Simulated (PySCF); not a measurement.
C9H14.
Atom-mapped SMILES: `[CH3:1][CH2:2][C:3]#[C:4][CH2:5][CH:6]1[CH2:7][CH2:8][CH2:9]1` (hydrogens: H10, H11, H12 on C1; H13, H14 on C2; H15, H16 on C5; H17 on C6; H18, H19 on C7; H20, H21 on C8; H22, H23 on C9)

Method: PBE0-D3(BJ)/def2-SVP geometry optimisation, gas phase in PySCF 2.14.0.

Problem. List the bond lengths, angles and torsions at this level.

Solution. 
```
                  bond  length (pm)
                 C1–C2        152.8
                 C2–C3        145.9
                 C3≡C4        121.3
                 C4–C5        145.8
                 C5–C6        152.3
          C6–C7, C6–C9        154.1
          C7–C8, C8–C9        154.0
C1–H10, C1–H11, C1–H12        110.0
        C2–H13, C2–H14        110.4
        C5–H15, C5–H16        110.5
                C6–H17        110.3
        C7–H18, C9–H22        110.3
        C7–H19, C9–H23        110.0
                C8–H20        110.1
                C8–H21        110.0
```

Bonds in one row agree within 1 pm and their mean is given. A selection of angles:
```
     angle  degrees
 C2–C1–H10    110.9
H10–C1–H11    108.3
  C1–C2–C3    113.2
 C1–C2–H13    109.8
 C3–C2–H13    109.0
H13–C2–H14    105.7
  C2–C3–C4    178.7
  C3–C4–C5    178.0
  C4–C5–C6    112.7
 C4–C5–H15    109.5
 C6–C5–H15    109.0
H15–C5–H16    106.0
  C5–C6–C7    119.0
 C5–C6–H17    109.1
  C7–C6–C9     88.4
 C7–C6–H17    110.0
  C6–C7–C8     88.4
 C6–C7–H18    111.0
 C6–C7–H19    118.1
 C8–C7–H18    111.5
 C8–C7–H19    118.5
H18–C7–H19    108.3
  C7–C8–C9     88.5
 C7–C8–H20    111.6
 C7–C8–H21    117.9
H20–C8–H21    108.2
 C8–C9–H23    118.7
```

Torsions: C4–C5–C6–C7 171° (antiperiplanar); C5–C6–C7–C8 -142° (anticlinal); C6–C7–C8–C9 19° (synperiplanar); C7–C8–C9–C6 -19° (synperiplanar); C5–C6–C9–C8 142° (anticlinal). The mirror-image conformer, all signs reversed, is as good.

Of the pairs four or more bonds apart, H15···H18 is among the closest relative to their van der Waals radii: 2.52 Å, 105 % of the sum of Bondi's values. The C–C distances run from 1.213 Å (C3≡C4, drawn triple) to 1.542 Å (C6–C7, drawn single), a spread of 0.329 Å. All internal angles of the 4-membered ring C6–C7–C8–C9 are 88.4° (sum 354°, against 360° for a flat polygon); it is puckered, 0.13 Å rms from its mean plane, widest ring torsion 19°.

Point group: C1 (no symmetry element, even within 0.4 Å). Whether it is a minimum is left open (no frequencies). The numbers are those of one conformer.

The run took about 8 min of CPU time (one thread, shared machine). This is the geometry optimisation.
